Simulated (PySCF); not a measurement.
PySCF input for H4OSi, SMILES O[SiH3], ADC(2)/aug-cc-pVDZ. The structure is a stationary point at B3LYP-D3(BJ)/def2-TZVP.

```python
import numpy as np
from pyscf import gto, scf, dft, adc

mol = gto.M(
    atom='''
    Si   -0.00900740    0.53302226    0.00000000
    O     0.11228988   -1.11531186    0.00000000
    H    -0.72768693    1.02863707    1.20025376
    H    -0.72768693    1.02863707   -1.20025376
    H     1.37763507    1.03831643   -0.00000001
    H    -0.69447671   -1.63540734   -0.00000000
    ''',
    basis='aug-cc-pVDZ',
    charge=0,
    spin=0,
    max_memory=1600,
    verbose=4,
)
mf = scf.RHF(mol)
mf.conv_tol = 1e-10
mf.max_cycle = 100
mf.kernel()
res = {}
for kind, nroots in (('ee', 6), ('ip', 6), ('ea', 2)):
    a = adc.ADC(mf).density_fit('aug-cc-pvdz-ri')
    a.method, a.method_type = 'adc(2)', kind
    e, v, p, x = a.kernel(nroots=nroots)
    res[kind] = (e * 27.211386245988, p)
for kind, (e, p) in res.items():
    print(kind, 'energies / eV', np.round(e, 3), 'strengths', np.round(p, 4))
```

Log of the run:

```
PySCF version 2.14.0

[INPUT] verbose = 4
[INPUT] num. atoms = 6
[INPUT] num. electrons = 26
[INPUT] charge = 0
[INPUT] spin (= nelec alpha-beta = 2S) = 0
[INPUT] symmetry False subgroup None
[INPUT] Mole.unit = angstrom
[INPUT] Symbol           X                Y                Z      unit          X                Y                Z       unit  Magmom
[INPUT]  1 Si    -0.009007400000   0.533022260000   0.000000000000 AA   -0.017021519094   1.007266089697   0.000000000000 Bohr   0.0
[INPUT]  2 O      0.112289880000  -1.115311860000   0.000000000000 AA    0.212197119760  -2.107633958879   0.000000000000 Bohr   0.0
[INPUT]  3 H     -0.727686930000   1.028637070000   1.200253760000 AA   -1.375129002126   1.943842343875   2.268150886379 Bohr   0.0
[INPUT]  4 H     -0.727686930000   1.028637070000  -1.200253760000 AA   -1.375129002126   1.943842343875  -2.268150886379 Bohr   0.0
[INPUT]  5 H      1.377635070000   1.038316430000  -0.000000010000 AA    2.603352981896   1.962133683336  -0.000000018897 Bohr   0.0
[INPUT]  6 H     -0.694476710000  -1.635407340000   0.000000000000 AA   -1.312370781789  -3.090471974703   0.000000000000 Bohr   0.0

nuclear repulsion = 64.6617179665099
number of shells = 36
number of NR pGTOs = 129
number of NR cGTOs = 86
basis = aug-cc-pVDZ
ecp = {}


[settings echo left out]
init E= -365.976724387671
  HOMO = -0.367945573004654  LUMO = 0.0130426238839583  gap/eV = 10.36722
cycle= 1 E= -366.111679046935  delta_E= -0.135  |g|= 0.476  |ddm|= 2.08
  HOMO = -0.419982886308539  LUMO = 0.030868255378552  gap/eV = 12.26828
cycle= 2 E= -366.149121613985  delta_E= -0.0374  |g|= 0.284  |ddm|= 0.608
  HOMO = -0.460985523021858  LUMO = 0.0322921863831969  gap/eV = 13.42277
cycle= 3 E= -366.164272888867  delta_E= -0.0152  |g|= 0.0395  |ddm|= 0.209
  HOMO = -0.454027950909595  LUMO = 0.0333995780801297  gap/eV = 13.26358
cycle= 4 E= -366.164781891346  delta_E= -0.000509  |g|= 0.0059  |ddm|= 0.0931
  HOMO = -0.455188938643778  LUMO = 0.0332810186631098  gap/eV = 13.29194
cycle= 5 E= -366.164800610571  delta_E= -1.87e-05  |g|= 0.00103  |ddm|= 0.0225
  HOMO = -0.45521308813856  LUMO = 0.0332977454613621  gap/eV = 13.29306
cycle= 6 E= -366.164801399981  delta_E= -7.89e-07  |g|= 0.000239  |ddm|= 0.00408
  HOMO = -0.455222854389262  LUMO = 0.0333013981923695  gap/eV = 13.29342
cycle= 7 E= -366.164801442324  delta_E= -4.23e-08  |g|= 5.55e-05  |ddm|= 0.000668
  HOMO = -0.455219249149941  LUMO = 0.0333024534201805  gap/eV = 13.29335
cycle= 8 E= -366.164801444444  delta_E= -2.12e-09  |g|= 1.3e-05  |ddm|= 0.000169
  HOMO = -0.455219801604984  LUMO = 0.0333028190377576  gap/eV = 13.29338
cycle= 9 E= -366.164801444564  delta_E= -1.19e-10  |g|= 2.42e-06  |ddm|= 4.92e-05
  HOMO = -0.455219395422561  LUMO = 0.0333027837594306  gap/eV = 13.29337
cycle= 10 E= -366.164801444563  delta_E= 4.55e-13  |g|= 5.4e-07  |ddm|= 8.78e-06
  HOMO = -0.455219415221975  LUMO = 0.0333027914680546  gap/eV = 13.29337
Extra cycle  E= -366.164801444566  delta_E= -2.73e-12  |g|= 2.19e-07  |ddm|= 1.3e-06
converged SCF energy = -366.164801444566

******** <class 'pyscf.adc.radc.RADC'> ********
******** ADC Orbital Information ********
Number of Frozen Occupied Orbitals: 0
Number of Frozen Virtual Orbitals: 0
Number of Active Occupied Orbitals: 13
Number of Active Virtual Orbitals: 73
*****************************************
******** <class 'pyscf.df.df.DF'> ********
auxbasis = aug-cc-pvdz-ri
Reference correlation energy (doubles): -0.32993851
MP2 correlation energy of reference state (a.u.) = -0.32993851

******** <class 'pyscf.adc.radc_ee.RADCEE'> ********
max_space = 12
max_cycle = 50
conv_tol = 1e-08

*************************************************************
        ADC calculation summary (singlet states only)
*************************************************************
adc(2) root 0  |  Energy (Eh) =   0.2541225528  |  Energy (eV) =   6.91502688  |  Osc. strength = 0.00960551  |  conv = True
adc(2) root 1  |  Energy (Eh) =   0.2911698651  |  Energy (eV) =   7.92313560  |  Osc. strength = 0.02038341  |  conv = True
adc(2) root 2  |  Energy (Eh) =   0.3030694267  |  Energy (eV) =   8.24693916  |  Osc. strength = 0.03635240  |  conv = True
adc(2) root 3  |  Energy (Eh) =   0.3150952661  |  Energy (eV) =   8.57417892  |  Osc. strength = 0.02687498  |  conv = True
adc(2) root 4  |  Energy (Eh) =   0.3203544082  |  Energy (eV) =   8.71728746  |  Osc. strength = 0.04131318  |  conv = True
adc(2) root 5  |  Energy (Eh) =   0.3268187616  |  Energy (eV) =   8.89319148  |  Osc. strength = 0.03130621  |  conv = True

******** <class 'pyscf.adc.radc.RADC'> ********
******** ADC Orbital Information ********
Number of Frozen Occupied Orbitals: 0
Number of Frozen Virtual Orbitals: 0
Number of Active Occupied Orbitals: 13
Number of Active Virtual Orbitals: 73
*****************************************
******** <class 'pyscf.df.df.DF'> ********
auxbasis = aug-cc-pvdz-ri
Reference correlation energy (doubles): -0.32993851
MP2 correlation energy of reference state (a.u.) = -0.32993851

******** <class 'pyscf.adc.radc_ip.RADCIP'> ********
max_space = 12
max_cycle = 50
conv_tol = 1e-08

*************************************************************
        ADC calculation summary (doublet states only)
*************************************************************
adc(2) root 0  |  Energy (Eh) =   0.3920854679  |  Energy (eV) =  10.66918902  |  Spec. factor = 1.77386505  |  conv = True
adc(2) root 1  |  Energy (Eh) =   0.4267014774  |  Energy (eV) =  11.61113862  |  Spec. factor = 1.79241519  |  conv = True
adc(2) root 2  |  Energy (Eh) =   0.4829459178  |  Energy (eV) =  13.14162780  |  Spec. factor = 1.82437854  |  conv = True
adc(2) root 3  |  Energy (Eh) =   0.4869753308  |  Energy (eV) =  13.25127371  |  Spec. factor = 1.83477150  |  conv = True
adc(2) root 4  |  Energy (Eh) =   0.5854544784  |  Energy (eV) =  15.93102781  |  Spec. factor = 1.78950559  |  conv = True
adc(2) root 5  |  Energy (Eh) =   0.6961430305  |  Energy (eV) =  18.94301673  |  Spec. factor = 1.78496304  |  conv = True

******** <class 'pyscf.adc.radc.RADC'> ********
******** ADC Orbital Information ********
Number of Frozen Occupied Orbitals: 0
Number of Frozen Virtual Orbitals: 0
Number of Active Occupied Orbitals: 13
Number of Active Virtual Orbitals: 73
*****************************************
******** <class 'pyscf.df.df.DF'> ********
auxbasis = aug-cc-pvdz-ri
Reference correlation energy (doubles): -0.32993851
MP2 correlation energy of reference state (a.u.) = -0.32993851

******** <class 'pyscf.adc.radc_ea.RADCEA'> ********
max_space = 12
max_cycle = 50
conv_tol = 1e-08

*************************************************************
        ADC calculation summary (doublet states only)
*************************************************************
adc(2) root 0  |  Energy (Eh) =   0.0244294046  |  Energy (eV) =   0.66475796  |  Spec. factor = 1.97693868  |  conv = True
adc(2) root 1  |  Energy (Eh) =   0.0397172848  |  Energy (eV) =   1.08076237  |  Spec. factor = 1.97749173  |  conv = True
ee energies / eV [6.915 7.923 8.247 8.574 8.717 8.893] strengths [0.0096 0.0204 0.0364 0.0269 0.0413 0.0313]
ip energies / eV [10.669 11.611 13.142 13.251 15.931 18.943] strengths [1.7739 1.7924 1.8244 1.8348 1.7895 1.785 ]
ea energies / eV [0.665 1.081] strengths [1.9769 1.9775]
```

Self-consistency was reached.
